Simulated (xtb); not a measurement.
Input for xtb: GFN2-xTB on GaH3S (SMILES [SH][GaH2]), a point of a torsion scan.

```
$ xtb mol.xyz --gfn 2 --sp --chrg 0 --uhf 0
5

S      1.47853084    -0.59506840     0.48103469
Ga    -0.61063733    -0.00110365     0.05062593
H      1.96580107     0.33030005    -0.34488161
H     -1.11640256     1.45737864     0.34740902
H     -1.68964151    -1.00897155    -0.47897224
```

The log:

```
[...]
           -------------------------------------------------
          |                Calculation Setup                |
           -------------------------------------------------



           -------------------------------------------------
          |                 G F N 2 - x T B                 |
           -------------------------------------------------

        Reference                      10.1021/acs.jctc.8b01176
      * Hamiltonian:
        H0-scaling (s, p, d)           1.850000    2.230000    2.230000
        zeta-weighting                 0.500000
      * Dispersion:
        s8                             2.700000
        a1                             0.520000
        a2                             5.000000
        s9                             5.000000
      * Repulsion:
        kExp                           1.500000    1.000000
        rExp                           1.000000
      * Coulomb:
        alpha                          2.000000
        third order                    shell-resolved
        anisotropic                    true
        a3                             3.000000
        a5                             4.000000
        cn-shift                       1.200000
        cn-exp                         4.000000
        max-rad                        5.000000


          ...................................................
          :                      SETUP                      :
          :.................................................:
          :  # basis functions                  23          :
          :  # atomic orbitals                  21          :
          :  # shells                            9          :
          :  # electrons                        12          :
          :  max. iterations                   250          :
          :  Hamiltonian                  GFN2-xTB          :
          :  restarted?                      false          :
          :  GBSA solvation                  false          :
          :  PC potential                    false          :
          :  electronic temp.          300.0000000     K    :
          :  accuracy                    1.0000000          :
          :  -> integral cutoff          0.2500000E+02      :
          :  -> integral neglect         0.1000000E-07      :
          :  -> SCF convergence          0.1000000E-05 Eh   :
          :  -> wf. convergence          0.1000000E-03 e    :
          :  Broyden damping             0.4000000          :
          :  net charge                          0          :
          :  unpaired electrons                  0          :
          ...................................................

 iter      E             dE          RMSdq      gap      omega  full diag
   1     -5.9650586 -0.596506E+01  0.209E+01    4.57       0.0  T
   2     -5.9969065 -0.318479E-01  0.132E+01    4.25       1.0  T
   3     -5.9970972 -0.190740E-03  0.145E+00    4.48       1.0  T
   4     -5.9983744 -0.127723E-02  0.597E-01    4.42       1.0  T
   5     -5.9984699 -0.954321E-04  0.153E-01    4.40       1.0  T
   6     -5.9984710 -0.108360E-05  0.487E-02    4.41       1.0  T
   7     -5.9984720 -0.100303E-05  0.254E-02    4.40       1.8  T
   8     -5.9984723 -0.331204E-06  0.658E-03    4.40       6.8  T
   9     -5.9984723  0.660334E-08  0.231E-03    4.40      19.4  T
  10     -5.9984723 -0.759535E-08  0.342E-04    4.40     130.8  T
  11     -5.9984723 -0.834532E-11  0.658E-05    4.40     680.0  T

   *** convergence criteria satisfied after 11 iterations ***

         #    Occupation            Energy/Eh            Energy/eV
      -------------------------------------------------------------
         1        2.0000           -0.7252896             -19.7361
         2        2.0000           -0.5791460             -15.7594
         3        2.0000           -0.5106550             -13.8956
         4        2.0000           -0.4386511             -11.9363
         5        2.0000           -0.4322691             -11.7626
         6        2.0000           -0.4097379             -11.1495 (HOMO)
         7                         -0.2479320              -6.7466 (LUMO)
         8                         -0.2086973              -5.6789
         9                         -0.1734591              -4.7201
        10                         -0.1067020              -2.9035
        11                         -0.0762279              -2.0743
       ...                                ...                  ...
        21                          1.2388140              33.7098
      -------------------------------------------------------------
                  HL-Gap            0.1618059 Eh            4.4030 eV
             Fermi-level           -0.3288349 Eh           -8.9481 eV

 SCC (total)                   0 d,  0 h,  0 min,  0.003 sec
 SCC setup                      ...        0 min,  0.000 sec (  2.411%)
 Dispersion                     ...        0 min,  0.000 sec (  1.469%)
 classical contributions        ...        0 min,  0.000 sec (  0.430%)
 integral evaluation            ...        0 min,  0.001 sec ( 17.217%)
 iterations                     ...        0 min,  0.002 sec ( 53.292%)
 molecular gradient             ...        0 min,  0.001 sec ( 22.254%)
 printout                       ...        0 min,  0.000 sec (  2.711%)

         :::::::::::::::::::::::::::::::::::::::::::::::::::::
         ::                     SUMMARY                     ::
         :::::::::::::::::::::::::::::::::::::::::::::::::::::
         :: total energy              -5.976654739684 Eh    ::
         :: gradient norm              0.001587057342 Eh/a0 ::
         :: HOMO-LUMO gap              4.402963691145 eV    ::
         ::.................................................::
         :: SCC energy                -5.998472038960 Eh    ::
         :: -> isotropic ES            0.017098065440 Eh    ::
         :: -> anisotropic ES          0.001307275127 Eh    ::
         :: -> anisotropic XC          0.000768807274 Eh    ::
         :: -> dispersion             -0.002122768164 Eh    ::
         :: repulsion energy           0.021817299275 Eh    ::
         :: add. restraining           0.000000000000 Eh    ::
         :: total charge              -0.000000000000 e     ::
         :::::::::::::::::::::::::::::::::::::::::::::::::::::

           -------------------------------------------------
          |                Property Printout                |
           -------------------------------------------------

    * Orbital Energies and Occupations

         #    Occupation            Energy/Eh            Energy/eV
      -------------------------------------------------------------
         1        2.0000           -0.7252896             -19.7361
         2        2.0000           -0.5791460             -15.7594
         3        2.0000           -0.5106550             -13.8956
         4        2.0000           -0.4386511             -11.9363
         5        2.0000           -0.4322691             -11.7626
         6        2.0000           -0.4097379             -11.1495 (HOMO)
         7                         -0.2479320              -6.7466 (LUMO)
         8                         -0.2086973              -5.6789
         9                         -0.1734591              -4.7201
        10                         -0.1067020              -2.9035
        11                         -0.0762279              -2.0743
        12                         -0.0640897              -1.7440
        13                         -0.0322080              -0.8764
        14                         -0.0211151              -0.5746
        15                          0.0046792               0.1273
        16                          0.0462895               1.2596
Note: The following floating-point exceptions are signalling: IEEE_UNDERFLOW_FLAG IEEE_DENORMAL
normal termination of xtb
        17                          0.0649245               1.7667
       ...                                ...                  ...
        21                          1.2388140              33.7098
      -------------------------------------------------------------
                  HL-Gap            0.1618059 Eh            4.4030 eV
             Fermi-level           -0.3288349 Eh           -8.9481 eV

     #   Z          covCN         q      C6AA      α(0)
     1  16 S        1.787    -0.255   151.996    20.751
     2  31 Ga       2.664     0.187   213.990    32.805
     3   1 H        0.923     0.198     1.111     1.648
     4   1 H        0.899    -0.069     4.606     3.358
     5   1 H        0.900    -0.060     4.357     3.266

 Mol. C6AA /au·bohr⁶  :       1022.291476
 Mol. C8AA /au·bohr⁸  :      66456.194538
 Mol. α(0) /au        :         61.828080


Wiberg/Mayer (AO) data.
largest (>0.10) Wiberg bond orders for each atom

 ---------------------------------------------------------------------------
     #   Z sym  total        # sym  WBO       # sym  WBO       # sym  WBO
 ---------------------------------------------------------------------------
     1  16 S    2.283 --     2 Ga   1.182     3 H    0.883     4 H    0.110
                             5 H    0.108
     2  31 Ga   2.809 --     1 S    1.182     5 H    0.776     4 H    0.773
     3   1 H    0.961 --     1 S    0.883
     4   1 H    0.995 --     2 Ga   0.773     5 H    0.113     1 S    0.110
     5   1 H    0.996 --     2 Ga   0.776     4 H    0.113     1 S    0.108
 ---------------------------------------------------------------------------

Topologies differ in total number of bonds
Writing topology from bond orders to xtbtopo.mol

molecular dipole:
                 x           y           z       tot (Debye)
 q only:        0.144       0.334      -0.334
   full:       -0.209       0.445      -0.442       1.680
molecular quadrupole (traceless):
                xx          xy          yy          xz          yz          zz
 q only:        0.661       1.945      -0.919      -1.837      -0.073       0.258
  q+dip:       -0.836       3.269       0.127      -2.639       0.365       0.708
   full:       -2.639       3.870      -1.178      -4.194      -1.619       3.818


           -------------------------------------------------
          | TOTAL ENERGY               -5.976654739684 Eh   |
          | GRADIENT NORM               0.001587057342 Eh/α |
          | HOMO-LUMO GAP               4.402963691145 eV   |
           -------------------------------------------------

------------------------------------------------------------------------
------------------------------------------------------------------------
 total:
 SCF:
```

The run finished.

Cost: very roughly 0.020 core-seconds.
